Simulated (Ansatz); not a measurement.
Basis sets compared for the cluster Cu₄. Total charge 0; singlet. Geometry PBE-D4/def2-SVP. Ansatz on 4 threads of Arm Neoverse V2 on a shared host; times are rough, and most runs start from earlier orbitals.

```csv
atom,x (Å),y (Å),z (Å)
Cu1,0.751,0.718,0.463
Cu2,-0.751,-0.718,-0.463
Cu3,1.550,-1.126,-0.769
Cu4,-1.550,1.126,0.769
```

The structure comes from a short search, and lower isomers may exist.

Binding counts from free atoms (Cu doublet) in the same basis, without a counterpoise term.

```tsv
level	functions	energy (Eh)	HOMO (eV)	LUMO (eV)	binding per atom (eV)	wall time
PBE-D4/def2-SVP	124	-6560.1882	-4.01	-3.14	1.96	2 s
PBE-D4/def2-TZVP	180	-6561.2007	-4.49	-3.54	1.52	2.9 s
r2SCAN-D4/def2-TZVP	180	-6562.0959	-4.47	-3.32	1.52	7.5 s
PBE0-D4/def2-SVP	124	-6560.1854	-4.47	-2.31	1.56	3.7 s
PBE0-D4/def2-TZVP (with forces)	180	-6561.1607	-4.86	-2.62	1.25	7.5 s
```

Question: Estimate the rows for PBE-D4/def2-TZVPD, r2SCAN-D4/def2-TZVPD, PBE0-D4/def2-TZVPD.

Answer: 
```csv
level,functions,energy (Eh),HOMO (eV),LUMO (eV),binding per atom (eV),wall time
PBE-D4/def2-TZVPD,192,-6561.2016,-4.50,-3.55,1.52,3.5 s
r2SCAN-D4/def2-TZVPD,192,-6562.0965,-4.48,-3.33,1.52,8 s
PBE0-D4/def2-TZVPD,192,-6561.1613,-4.87,-2.63,1.25,6.5 s
```
